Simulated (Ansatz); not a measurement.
Relaxation of GaH5O2 (8 atoms, charge 0, multiplicity 1), to a largest force component of 0.03 eV/Å in at most 50 steps.

All numbers below come from RKS B3LYP-D4/def2-SVP in Ansatz.

```xyz
8
Properties=species:S:1:pos:R:3
Ga 0.067 0.416 -0.433
O -0.103 0.094 2.523
H -1.053 0.090 2.714
O 1.701 -0.099 -0.958
H 1.738 -0.928 -1.453
H -1.191 -0.386 -0.911
H 0.088 1.740 0.413
H 0.033 0.986 2.121
```

Problem. Where does it end, and by what steps?

Solution. It converged. After 19 steps the energy has fallen by 0.618 eV; H8 moved furthest, 1.44 Å. Joined: Ga1–O2 (2.98 → 2.17 Å).

```csv
step,energy less start (eV),largest force component (eV/Å),accepted
0,0.0000,0.681,yes
1,-0.0201,2.527,yes
2,-0.1125,3.041,yes
3,-0.2783,1.562,yes
4,-0.3630,0.872,yes
5,-0.4255,0.287,yes
6,-0.4361,0.151,yes
7,-0.4362,0.595,yes
8,-0.4450,0.522,yes
9,-0.4629,0.382,yes
10,-0.4539,1.234,no
11,-0.4801,0.449,yes
12,-0.5014,0.480,yes
13,-0.5207,0.810,yes
14,-0.5366,1.003,yes
15,-0.5934,0.237,yes
16,-0.6095,0.162,yes
17,-0.6152,0.067,yes
18,-0.6172,0.057,yes
19,-0.6176,0.021,yes
```

```xyz
8
Properties=species:S:1:pos:R:3
Ga -0.293 0.549 -0.259
O -0.308 -0.033 1.828
H -0.314 0.717 2.442
O 1.470 0.020 0.010
H 1.769 -0.734 -0.513
H -1.208 -0.479 -1.012
H -0.483 2.101 -0.122
H 0.647 -0.229 1.642
```

Whether the end is a true minimum wasn't checked by a vibrational analysis.

The run took 20 s on 2 threads of Intel(R) Xeon(R) 6975P-C (Granite Rapids), on a shared host, peak memory 0.2 GiB.
